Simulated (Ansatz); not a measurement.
**Molecular dynamics of CH₈AlClN₂**

Input:

```yaml
crystal:
  periodic: [false, false, false]
  atoms:
    - { symbol: Al, position_ang: [-0.123576, -0.400737, -0.051104] }
    - { symbol: C, position_ang: [0.275385, 1.595388, 0.173807] }
    - { symbol: "N", position_ang: [-1.19241, -0.934304, 1.262672] }
    - { symbol: "N", position_ang: [-0.174881, -1.142995, -1.66778] }
    - { symbol: H, position_ang: [1.553271, 0.572156, 0.278086] }
    - { symbol: Cl, position_ang: [2.39691, -0.592226, 0.382557] }
    - { symbol: H, position_ang: [-0.601862, 1.886468, -0.437758] }
    - { symbol: H, position_ang: [1.097841, 2.196742, -0.250118] }
    - { symbol: H, position_ang: [0.096429, 1.940559, 1.204501] }
    - { symbol: H, position_ang: [-1.525449, -1.887553, 1.367822] }
    - { symbol: H, position_ang: [-1.414131, -0.397714, 2.094984] }
    - { symbol: H, position_ang: [-1.022493, -1.46386, -2.124023] }
    - { symbol: H, position_ang: [0.634965, -1.372123, -2.233549] }
basis:
  gaussian: { orbitals: def2-SVP }
hamiltonian:
  xc: b3lyp
  dispersion: d4
md:
  timestep: 0.5
  n_steps: 200
  ensemble: nve
  temperature: 300.0
  initial_velocities: maxwell_boltzmann
  seed: 6944
```

Run as:

```bash
$ ansatz run input.yaml --threads 2 --pin off --max-ram 3072MiB --backend cpu --events-out ev --progress --plain --runs-dir out
```

It starts at the highest image of a converged band, a first-order saddle point between two minima.

Output, in part (step lines, the closing report, with atoms numbered from 0):

```
md step     0: t =     0.00 fs  T =   300.0 K  F+E_penalty+E_count = -23261.50525914 eV  E_kin = 0.426558 eV  conserved = -23261.07870114 eV  (28 SCF iters)
[... lines left out ...]
Total energy: -23261.54336223 eV, -854.8459513214 hartree
Atom 0 at    -0.457015    -0.116207    -0.105923 Å, force     0.048829    -0.346829    -0.476402 eV/Å
Atom 1 at    -0.255405     1.849567    -0.088535 Å, force    -0.747108     0.020612     2.026960 eV/Å
Atom 2 at    -1.084497    -1.097107     1.247011 Å, force    -0.566334    -0.221867     1.005575 eV/Å
Atom 3 at    -0.146872    -1.106429    -1.585621 Å, force    -0.148434     1.548771    -0.506736 eV/Å
Atom 4 at     3.551644     0.078643     1.002183 Å, force    -0.656127    -0.699933    -0.377236 eV/Å
Atom 5 at     2.746410    -0.838326     0.478688 Å, force     0.627548     0.743586     0.367684 eV/Å
Atom 6 at    -1.206349     2.423921     0.076211 Å, force     0.323366    -0.414424    -0.535112 eV/Å
Atom 7 at     0.272439     2.220914    -0.938589 Å, force     0.385151     0.464077    -1.129253 eV/Å
Atom 8 at     0.331753     2.203933     0.798656 Å, force     0.006444    -0.441012    -0.317608 eV/Å
Atom 9 at    -1.238702    -2.122661     1.251376 Å, force     0.140570     0.937163    -0.085157 eV/Å
Atom 10 at    -1.475948    -0.700133     2.122521 Å, force     0.440639    -0.395433    -0.722394 eV/Å
Atom 11 at    -0.139589    -2.104325    -1.562226 Å, force    -0.045955    -0.814016    -0.136436 eV/Å
Atom 12 at    -0.206850    -0.761293    -2.561677 Å, force     0.191411    -0.380696     0.886114 eV/Å
Dipole moment:     0.205797     0.046640     0.161077 e Å
```

The steps, from the saved trajectory:

| time (fs) | T (K) | potential energy less start (eV) | conserved less start (meV/atom) |
| --- | --- | --- | --- |
| 0.0 | 300 | 0.000 | 0.00 |
| 3.0 | 162 | 0.200 | 0.32 |
| 6.0 | 153 | 0.212 | 0.23 |
| 9.0 | 218 | 0.117 | 0.06 |
| 12.0 | 138 | 0.234 | 0.32 |
| 15.0 | 160 | 0.201 | 0.19 |
| 18.0 | 189 | 0.158 | 0.08 |
| 21.0 | 153 | 0.212 | 0.31 |
| 24.0 | 207 | 0.135 | 0.19 |
| 27.0 | 229 | 0.102 | 0.08 |
| 30.0 | 150 | 0.218 | 0.35 |
| 33.0 | 249 | 0.074 | 0.13 |
| 36.0 | 279 | 0.031 | 0.10 |
| 39.0 | 211 | 0.131 | 0.36 |
| 42.0 | 304 | -0.004 | 0.14 |
| 45.0 | 330 | -0.041 | 0.13 |
| 48.0 | 290 | 0.019 | 0.31 |
| 51.0 | 333 | -0.044 | 0.15 |
| 54.0 | 355 | -0.076 | 0.15 |
| 57.0 | 291 | 0.017 | 0.36 |
| 60.0 | 363 | -0.089 | 0.08 |
| 63.0 | 310 | -0.012 | 0.22 |
| 66.0 | 314 | -0.016 | 0.31 |
| 69.0 | 378 | -0.110 | 0.13 |
| 72.0 | 347 | -0.063 | 0.23 |
| 75.0 | 341 | -0.055 | 0.29 |
| 78.0 | 389 | -0.125 | 0.14 |
| 81.0 | 363 | -0.087 | 0.21 |
| 84.0 | 288 | 0.022 | 0.36 |
| 87.0 | 379 | -0.111 | 0.07 |
| 90.0 | 305 | -0.004 | 0.30 |
| 93.0 | 346 | -0.062 | 0.24 |
| 96.0 | 348 | -0.066 | 0.16 |
| 99.0 | 304 | -0.002 | 0.28 |

The run went to its last step. The conserved energy stayed within 0.4 meV per atom of its start (net change 0.17 meV per atom), so the integration is sound. A run of 0.1 ps of so small a system gives no equilibrium averages. The orbitals stay closed-shell, which can raise the energy where a bond breaks towards radicals; this wasn't checked here.

Between its relaxed ends the band would form Al1–Cl6, C2–H5 and break Al1–C2, H5–Cl6. These pairs go: Al1–Cl6 2.56 → 3.34 Å, C2–H5 1.64 → 4.34 Å, Al1–C2 2.05 → 1.98 Å, H5–Cl6 1.44 → 1.33 Å. In the last frame they stand as before the step (other bonds may differ from the relaxed reactants and products). It ends as CH7AlN2 + ClH. Pairs count as bonded within 1.25 times the sum of covalent radii (0.12 Å more for H–H).

Last frame:

```xyz
13
Properties=species:S:1:pos:R:3
Al -0.457 -0.116 -0.106
C -0.255 1.850 -0.088
N -1.085 -1.097 1.247
N -0.147 -1.106 -1.586
H 3.552 0.079 1.002
Cl 2.746 -0.838 0.479
H -1.206 2.424 0.076
H 0.272 2.221 -0.939
H 0.332 2.204 0.799
H -1.239 -2.123 1.251
H -1.476 -0.700 2.123
H -0.140 -2.104 -1.562
H -0.207 -0.761 -2.562
```

Run time: 8.1 min on 2 threads of AMD EPYC 9R14 (Zen 4), on a shared host, peak memory 0.3 GiB.
